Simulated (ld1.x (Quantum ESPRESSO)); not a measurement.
What the settings do to the RRKJ potential of La

Base potential:

ld1.x (Quantum ESPRESSO) 7.5 input, shortened:

```
&input
   title='La', zed=57., rel=1, dft='PW91', iswitch=3,
   config='[Xe] 4f0 5d1 6s1 6p0'
 /
 &inputp
   pseudotype=2, tm=.false., rho0=0.02, lloc=0,
   nlcc=.true.
 /
4
5P  2  1   6.00   0.00  2.85  2.85  0.0
5D  3  2   1.00   0.00  3.70  3.70  0.0
4F  4  3   0.00   0.00  1.25  1.25  0.0
5S  1  0   2.00   0.00  2.70  2.70  0.0
 &test
   configts(1)='4f0 5s2 5p6 5d1 6s1 6p0'
 /
```

Occupied shells without a wave of their own: 6s. They enter only through the test configuration that unscreens the potential, and ld1.x also counts them in the model core charge.

All-electron outer shells of the reference configuration (PW91, scalar-relativistic, ld1.x):

```
shell  level (eV)  outermost node (bohr)  outermost maximum (bohr)
   4p     -205.90                   0.34                      0.63
   4d     -109.77                   0.32                      0.68
   5s      -44.81                   0.77                      1.41
   5p      -28.25                   0.83                      1.58
   4f      -10.25                      –                      0.75
   5d       -8.55                   0.95                      2.19
   6s       -8.38                   1.85                      3.60
   6p       -5.43                   2.17                      4.46
```

Cutoffs, loose and tight: the cutoffs (Ry, on a coarse ladder) from which the occupation-weighted sum of valence levels, in a spherical-Bessel basis at the reference potential, stays within 10 and 1 mRy of its value at 400 Ry. They do not see the model core or the augmentation charge, which bear on the density cutoff. Test errors are all-electron minus pseudo excitation energies from the reference, over the configurations 4f0 5s2 5p6 5d1 6s2 6p0; 4f0 5s2 5p6 5d1 6s0 6p0; 4f0 5s2 5p6 5d0 6s0 6p0; 4f0 5s2 5p5 5d1 6s2 6p0; 4f0 5s2 5p6 5d2 6s1 6p0; 4f1 5s2 5p6 5d1 6s0 6p0; 4f1 5s2 5p6 5d0 6s2 6p0. A dash means not determined; rows that change the core or the reference have their own tests. The largest error is taken over the tests solved by every variant that gives reliable tests at all: 4f0 5s2 5p5 5d1 6s2 6p0; 4f0 5s2 5p6 5d0 6s0 6p0; 4f0 5s2 5p6 5d1 6s0 6p0.

With those shells counted twice in exchange and correlation these files are broken, and their errors move erratically; no question is asked of them.

For the base: The cutoffs count occupied waves only; the empty 4f level needs 120 Ry at the loose tolerance.

A true bound ghost makes a file unfit for plane-wave use even where its test errors are small: the radial tests pick states by their node count and pass the ghost by. Where a test does run into it, the solver fails or the error is huge.

Cutoffs are not given where the Bessel-basis levels miss the radial ones by over 6 mRy, ghosts where they miss by over 20 mRy; a channel whose overlap is not positive is not tested.

| change | outcome | cutoff, loose | cutoff, tight | bound ghosts | largest test error (meV) |
| --- | --- | --- | --- | --- | --- |
| base | generated, misses its reference levels by 1.91 eV | 15 Ry | 25 Ry | none | -3660 |
| wave 5s (bound): rc 2.70 bohr becomes 5s (bound): rc 1.70 bohr | generated | 45 Ry | 80 Ry | none | -311 |
| wave 5s (bound): rc 2.70 bohr becomes 5s (bound): rc 2.26 bohr | generated, misses its reference levels by 0.66 eV | 30 Ry | 40 Ry | none | -1399 |
| wave 5s (bound): rc 2.70 bohr becomes 5s (bound): rc 2.50 bohr | generated, misses its reference levels by 1.27 eV | 15 Ry | 30 Ry | none | -2531 |
| wave 5s (bound): rc 2.70 bohr becomes 5s (bound): rc 2.86 bohr | generated, misses its reference levels by 2.58 eV | 12 Ry | 21 Ry | p | -4837 |
| wave 5s (bound): rc 2.70 bohr becomes 5s (bound): rc 3.18 bohr | generated, misses its reference levels by 3.22 eV | – | – | not determined | no test is counted, since the test run did not reproduce the reference configuration |
| wave 5s (bound): rc 2.70 bohr becomes 5s (bound): rc 3.68 bohr | failed: run_pseudo: Errors in PS-KS equation | – | – | – | – |
| wave 5s (bound): rc 2.70 bohr becomes 5s (bound): rc 4.00 bohr | failed: run_pseudo: Errors in PS-KS equation | – | – | – | – |

Reading the sweep of the s radius (base included, trends over the rows without a ghost): The loose cutoff falls from 45 Ry at 1.7 to 15 Ry at 2.7 bohr. A larger radius leaves more room for a smooth pseudo-wave, so fewer plane waves are needed; a smaller one forces it to follow the all-electron wave where it bends sharply. Bound ghosts are found at 2.86 bohr. The generation fails at 3.68, 4 bohr.
